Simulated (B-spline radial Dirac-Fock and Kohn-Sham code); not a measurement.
## Photoelectron lines of Pm at 173 eV

System: the Pm atom, [Xe] 4f5 6s2.

Model: Dirac-Hartree-Slater photoionisation with all multipoles and Dirac-Fock thresholds. Program: an atomic code on a B-spline grid. The asymmetry parameter β is from the dipole term alone. Kinetic energies are from the vacuum level. Open shells are spread statistically over j, without multiplet splitting.

```
subshell  electrons  binding (eV)  kinetic (eV)  σ (kb)     β
   4d3/2          4         135.2         37.77     343  1.32
   4d5/2          6         130.9         42.06     404  1.39
   4f5/2       2.14          5.37         167.6    1090  0.52
   4f7/2       2.86          4.91         168.1       ?     ?
      5s          2         49.74         123.3    79.9  1.91
   5p1/2          2         28.80         144.2    43.5  0.19
   5p3/2          4         25.53         147.5     117  0.34
      6s          2          4.62         168.4    7.49  1.92
```

**Question.** What are σ and β for 4f7/2?

**Answer.** σ = 1430 kb, the largest of all subshells and 41 % of the total, and β = 0.53.

At such low photon energies correlation between channels can change these cross sections by tens of per cent.

Run: 3.6 s of CPU time on 1 thread of Intel(R) Xeon(R) 6975P-C (shared host), peak memory 0.45 GiB.

Values without a named source are computed, but for edge energies of neutral atoms, which are taken from tables.
